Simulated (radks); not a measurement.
Excited configurations of Nb I: one electron is placed in a higher orbital outside [Kr] 4d4. The ground configuration is [Kr] 4d4 5s1. Calculated with a radial shooting solver on a logarithmic mesh with Libxc functionals: scalar-relativistic Kohn-Sham, r2SCAN, spin-polarised, spherical densities, finite nucleus; open shells are filled with parallel spins first (spin-orbit coupling, left out, can overturn this in heavy ions); meta-GGA in the generalised Kohn-Sham scheme; Fermi nuclear charge, rms radius 4.324 fm. Excitation = E - E(ground); binding = E(ion) - E, where the ion is the core of charge +1; n* = 1/sqrt(2 binding) in atomic units, and the quantum defect is n - n*.

[
 {"outer orbital": "5p", "excitation (eV)": "3.402", "binding (eV)": "3.778", "quantum defect": "3.102", "eigenvalue (eV)": "-1.964"},
 {"outer orbital": "6s", "excitation (eV)": "4.885", "binding (eV)": "2.296", "quantum defect": "3.566", "eigenvalue (eV)": "-1.404"},
 {"outer orbital": "7s", "excitation (eV)": "5.996", "binding (eV)": "1.185", "quantum defect": "3.612", "eigenvalue (eV)": "-0.744"},
 {"outer orbital": "7d", "excitation (eV)": "6.574", "binding (eV)": "0.606", "quantum defect": "2.263", "eigenvalue (eV)": "-0.372"}
]

The Delta-SCF ionisation energy is 7.181 eV (NIST Atomic Spectra Database: 6.759 eV, measured). Self-interaction in the functional shifts the binding energies and quantum defects, so they are the method's values and not measured ones. Open shells are spherical and high-spin; term and fine-structure splittings are not resolved.
